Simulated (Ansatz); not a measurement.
Isolated molecules relaxed with PBE0-D4/def2-TZVP in Ansatz; ΔE leaves out vibrations. CCSD(T)/CBS is the MP2 limit (def2-TZVPP, def2-QZVPP) plus CCSD(T) − MP2 in def2-TZVPP, frozen cores. This one scheme is used for every species, atoms too. Functionals use def2-TZVPP. B3LYP here is the variant with VWN-RPA as its local correlation; programs differ in this. HSE06 is defined as in plane-wave codes. Open shells (•) are unrestricted, without spin–orbit coupling. One conformer a species, not always the lowest.

Reaction (homolysis of the H–Si bond): `CC[SiH2]N` → H• + `CC[SiH]N`•

```json
{"level": "r2SCAN-D4", "ΔE (kcal/mol)": "91.1"}
{"level": "HSE06-D4", "ΔE (kcal/mol)": "90.9"}
{"level": "CAM-B3LYP-D4", "ΔE (kcal/mol)": "95.2"}
{"level": "revPBE", "ΔE (kcal/mol)": "87.9"}
{"level": "B3LYP", "ΔE (kcal/mol)": "93.9"}
{"level": "LC-ωPBE", "ΔE (kcal/mol)": "92.3"}
{"level": "MP2/def2-SVP", "ΔE (kcal/mol)": "89.8"}
{"level": "CCSD/CBS(def2)", "ΔE (kcal/mol)": "97.2"}
```

Problem. What does CCSD(T)/CBS give? (An estimate is asked.)

Solution. Computed: +97.0 kcal/mol. The listed levels differ from it by -5.9, -6.1, -1.8, -9.1, -3.1, -4.7, -7.2, 0.2 kcal/mol.

Problem. What do rigid-rotor, harmonic-oscillator terms from PBE0-D4/def2-TZVP frequencies (298.15 K, 1 bar) make of the CCSD(T)/CBS value? (Best estimate.)

Solution. Computed: ΔZPE = -5.6 kcal/mol, ΔH = +92.6 kcal/mol, ΔS = 114 J/(mol·K), ΔG = +84.5 kcal/mol. Open shells count their whole term as degenerate.

Largest T1 diagnostic among the species: 0.013.

In def2-TZVPP, CCSD(T) changes the Hartree–Fock value by +17.9 kcal/mol (the triples alone add −0.2 kcal/mol) and MP2 by +15.7 kcal/mol; breaking electron pairs costs correlation energy, which Hartree–Fock lacks. From r2SCAN to r2SCAN0 (25 % exact exchange), in def2-TZVPP and without D4, ΔE moves by +1.0 kcal/mol. Leaving LDA and LC-ωPBE aside and taking each functional with its dispersion term where it has one, the values, not all of them listed here, spread over 8.9 kcal/mol, from revPBE-D4 to ωB97M-V. LDA lies +9.0 kcal/mol from PBE without D4, its usual overbinding.
